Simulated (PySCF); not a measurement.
vinylidene fluoride (C2H2F2), SMILES C=C(F)F.

The structure is a stationary point at PBE0-D3(BJ)/def2-SVP.

The numbers are results of PySCF with TDA-LC-ωPBE/def2-SVPD, not measurements.

Vertical excitations. The molecule is in vacuum. State labels are in the subgroup C2v.

```tsv
state	symmetry	energy (eV)	λ (nm)	f	main pairs
S1	B1	7.77	160	0.050	HOMO→LUMO 94 %
S2	A1	8.43	147	0.497	HOMO→LUMO+1 92 %
S3	A2	8.89	139	0.000	HOMO→LUMO+4 47 %, HOMO→LUMO+3 35 %, HOMO→LUMO+10 9 %
S4	B1	9.08	137	0.002	HOMO→LUMO+2 91 %
S5	A2	10.30	120	0.000	HOMO→LUMO+4 39 %, HOMO→LUMO+3 33 %, HOMO−1→LUMO+1 16 %, HOMO→LUMO+10 7 %
S6	B1	10.38	119	0.019	HOMO→LUMO+6 52 %, HOMO→LUMO+7 24 %, HOMO→LUMO+9 9 %
S7	A2	10.41	119	0.000	HOMO−1→LUMO+1 79 %
S8	A1	10.80	115	0.024	HOMO→LUMO+5 96 %
S9	B1	10.85	114	0.002	HOMO−2→LUMO+1 81 %, HOMO→LUMO+6 13 %
S10	B1	11.36	109	0.138	HOMO→LUMO+7 58 %, HOMO→LUMO+6 24 %
T1	A1	4.46	278	0	HOMO→LUMO+1 94 %
T2	B1	7.44	167	0	HOMO→LUMO 89 %
T3	A2	8.44	147	0	HOMO→LUMO+4 43 %, HOMO→LUMO+3 35 %, HOMO→LUMO+10 11 %, HOMO→LUMO+12 7 %
T4	B1	8.87	140	0	HOMO→LUMO+2 82 %
```
Triplets are in the Tamm–Dancoff approximation.
